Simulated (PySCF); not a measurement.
Breaking a bond: NaF, singlet.

Calculation: CCSD(T) on UHF/aug-cc-pVDZ, 2 core orbitals frozen (PySCF).

Problem. Relative to R = 1.96 Å, what are the energies at R = 1.53, 1.85, 2.38, 2.57 Å?

Solution. 74.2 mEh at 1.53 Å, 2.0 mEh at 1.85 Å, 19.3 mEh at 2.38 Å, 31.3 mEh at 2.57 Å.

The unrestricted determinant behind UCCSD(T) is spin-contaminated at 4.27 to 7.69 Å (<S²> up to 1.0, against 0.00 for a pure singlet).
